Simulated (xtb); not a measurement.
C3H9ClSi, charge +1, doublet, geometry from GFN2-xTB (a state made from the parent by changing its charge; the spin is typed, not shown lowest). Base run: xtb with GFN2-xTB.

Input for xtb:
```
$ xtb mol.xyz --gfn 2 --chrg 1 --uhf 1 --json

# file mol.xyz
14

C     -1.06388584     1.45690823    -1.06697605
Si    -0.13299615     0.04835905    -0.22346662
C      1.25951677    -0.76400865    -1.35353272
C     -1.17598286    -1.61597947    -0.08841501
Cl     0.65375513     0.46638785     1.57263565
H     -1.46681516     1.16911933    -2.03646840
H     -1.90020482     1.80571732    -0.46111094
H     -0.42194131     2.32283395    -1.22899336
H      1.74584862    -1.58379685    -0.83628964
H      0.82833941    -1.11182989    -2.28480650
H      1.97324999     0.03065881    -1.54527291
H     -1.50789154    -1.92907517    -1.07125381
H     -2.03001358    -1.36973709     0.53421811
H     -0.59035104    -2.40103118     0.37724679
```

Variants of this job, named by their change:

```json
[
 {"change": "base", "ΔE vs base (mEh)": "0.000", "G_solv (kcal/mol)": "-", "SCF cycles": "16"},
 {"change": "alpb = ether", "ΔE vs base (mEh)": "-71.856", "G_solv (kcal/mol)": "-45.83", "SCF cycles": "16"},
 {"change": "acc = 1000", "ΔE vs base (mEh)": "0.113", "G_solv (kcal/mol)": "-", "SCF cycles": "7"},
 {"change": "etemp = 5000", "ΔE vs base (mEh)": "-20.589", "G_solv (kcal/mol)": "-", "SCF cycles": "15"},
 {"change": "acc = 0.1", "ΔE vs base (mEh)": "0.000", "G_solv (kcal/mol)": "-", "SCF cycles": "19"},
 {"change": "etemp = 3000", "ΔE vs base (mEh)": "-8.379", "G_solv (kcal/mol)": "-", "SCF cycles": "15"},
 {"change": "alpb = acetonitrile", "ΔE vs base (mEh)": "-77.876", "G_solv (kcal/mol)": "-49.55", "SCF cycles": "17"}
]
```

ALPB and GBSA are two models with their own fitted parameters for each solvent, which aren't always the measured dielectric constant.
